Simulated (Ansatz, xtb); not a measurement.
## Relative energy of two isomers of CH2NSe

Structure X: `[H]/N=C\[Se]`, a doublet. Structure Y: `[H]/N=C/[Se]`, a doublet. Both are isolated molecules in the gas phase, relaxed with PBE0-D3(BJ)/def2-SVP.

X (Å):

```xyz
5

C    -0.6027    0.6018   -2.2247
N    -1.8495    0.6561   -2.0285
Se    0.7715    0.7924   -0.9214
H    -2.0952    0.8223   -1.0468
H    -0.2131    0.4272   -3.2419
```

Y (Å):

```yaml
atoms:
  - { symbol: C, position_ang: [-0.1364, 0.1725, 0.3377] }
  - { symbol: N, position_ang: [-0.0090, -0.9440, -0.2376] }
  - { symbol: Se, position_ang: [0.3657, 1.8081, -0.4730] }
  - { symbol: H, position_ang: [-0.3388, -1.6978, 0.3719] }
  - { symbol: H, position_ang: [-0.5428, 0.3447, 1.3552] }
```

Quicker runs give these differences E(Y) − E(X): GFN2-xTB +2.9 kcal/mol; HF/STO-3G +1.3 kcal/mol (at GFN2-xTB geometries); r2SCAN-D4/def2-SVP +2.9 kcal/mol (at GFN2-xTB geometries).

**Question.** Estimate E(Y) − E(X) at the level CCSD(T)/def2-SVP.

**Answer.** Calculated at CCSD(T)/def2-SVP: E(Y) − E(X) = +2.7 kcal/mol, so structure X lies lower.

The same difference at several levels:

```
               level              geometry  E(Y) − E(X) (kcal/mol)  departure from the last row (kcal/mol)  job, with rough time for the two
            GFN2-xTB              GFN2-xTB                      +2.9                                    +0.2             optimisation, 0.097 s
           HF/STO-3G              GFN2-xTB                      +1.3                                    −1.4               single point, 2.1 s
  r2SCAN-D4/def2-SVP              GFN2-xTB                      +2.9                                    +0.2               single point, 7.5 s
PBE0-D3(BJ)/def2-SVP  PBE0-D3(BJ)/def2-SVP                      +1.5                                    −1.3                optimisation, 86 s
         HF/def2-SVP  PBE0-D3(BJ)/def2-SVP                      +2.3                                    −0.4           part of the CCSD(T) run
        MP2/def2-SVP  PBE0-D3(BJ)/def2-SVP                      +2.5                                    −0.3           part of the CCSD(T) run
    CCSD(T)/def2-SVP  PBE0-D3(BJ)/def2-SVP                      +2.7                                                        single point, 29 s
```

As drawn, both hold the same kinds of bond in the same numbers.

The levels shown agree on the order. The largest departure from CCSD(T)/def2-SVP is that of HF/STO-3G, 1.4 kcal/mol. MP2 in a larger basis moves the difference by +0.2 kcal/mol, a step that isn't added because spin contamination makes open-shell MP2 unreliable in this search.

With harmonic frequencies from PBE0-D3(BJ)/def2-SVP (ideal gas, rigid rotor, one conformer each, 200 K, 1 atm): the zero-point term adds 0.0 kcal/mol; ΔH is +2.7 and ΔG +2.8 kcal/mol.

Open shells are spin-unrestricted, with notable spin contamination under HF/STO-3G, HF/def2-SVP, MP2/def2-SVP, CCSD(T)/def2-SVP. The correlated steps freeze 11 core orbitals; the filled d shell of Se is correlated, in a basis made for valence electrons. Programs: Ansatz 0.2.0, xtb 6.7.1; the last row on 1 thread of Arm Neoverse V2 on a shared host.
